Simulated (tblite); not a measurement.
C4H6FOSi (doublet state).
Bonds: O1–C2 (double), C2–C3, C3–C4, C4–Si5, Si5–F6, C4–C7, C2–C7. Hydrogens: H8, H9 on C3; H10 on C4; H11 on Si5; H12, H13 on C7.

A start from a force field or distance geometry was refined with tblite, GFN2-xTB geometry optimisation, gas phase. Values at the start:

| coordinate | start |
| --- | --- |
| O1=C2 | 1.207 Å |
| C2–C3 | 1.503 Å |
| C3–C4 | 1.489 Å |
| C3–H8 | 1.101 Å |
| C3–H9 | 1.101 Å |
| C4–Si5 | 1.808 Å |
| C4–H10 | 1.134 Å |
| Si5–F6 | 1.640 Å |
| Si5–H11 | 1.439 Å |
| O1–C2–C3 | 139.1° |
| C2–C3–C4 | 86.6° |
| C3–C2–C7 | 85.9° |
| C3–C4–Si5 | 120.5° |
| C3–C4–C7 | 85.5° |
| C4–Si5–F6 | 117.6° |
| Si5–C4–C7 | 118.6° |
| O1–C2–C3–C4 | 148° |
| O1–C2–C7–C4 | -149° |
| C2–C3–C4–Si5 | 151° |
| C3–C4–Si5–F6 | 27° |

Problem. How do these coordinates change at the GFN2-xTB level?

Solution. 
| coordinate | GFN2-xTB (Å or °) | change |
| --- | --- | --- |
| C4–Si5 | 1.897 | +0.089 |
| C3–C4 | 1.551 | +0.062 |
| C4–H10 | 1.091 | -0.043 |
| Si5–H11 | 1.453 | +0.014 |
| Si5–F6 | 1.628 | -0.012 |
| C3–H9 | 1.090 | -0.011 |
| C3–H8 | 1.090 | -0.011 |
| O1=C2 | 1.197 | -0.010 |
| C2–C3 | 1.511 | +0.008 |
| C4–Si5–F6 | 105.5 | -12.1 |
| C3–C2–C7 | 92.6 | +6.7 |
| C3–C4–Si5 | 114.0 | -6.5 |
| O1–C2–C3 | 133.8 | -5.3 |
| C3–C4–C7 | 89.9 | +4.4 |
| Si5–C4–C7 | 115.2 | -3.4 |
| C2–C3–C4 | 88.6 | +2.0 |
| O1–C2–C3–C4 | -176 | +36 |
| C2–C3–C4–Si5 | 115 | -36 |
| O1–C2–C7–C4 | 176 | -35 |
| C3–C4–Si5–F6 | 62 | +35 |

The energy falls by 20.2 kcal/mol over 108 L-BFGS steps, the largest force on an atom goes from 3.12 to 0.007 eV/Å, and the atoms move by 0.774 Å rms after alignment. The bond that changes most is C4–Si5 (ends: carbon bonded to 2 C, Si and H; silicon bonded to C, F and H), which lengthens by 0.089 Å. Bonds longer at the end by more than 0.005 Å: 6 of 13; shorter: 7. Among the dihedrals that turn most is H10–C4–Si5–H11, from 108° to -179°. Rotational constants go from 7176, 1091, 989.4 to 5684, 1159, 1076 MHz.

Its GFN2-xTB frequencies are all real (lowest 31 cm⁻¹). 3 starts were optimised and ended at 0.00, 0.18 and 0.88 kcal/mol (GFN2-xTB); the lowest of these is shown.

One conformer stands for the species.

These are computed values.
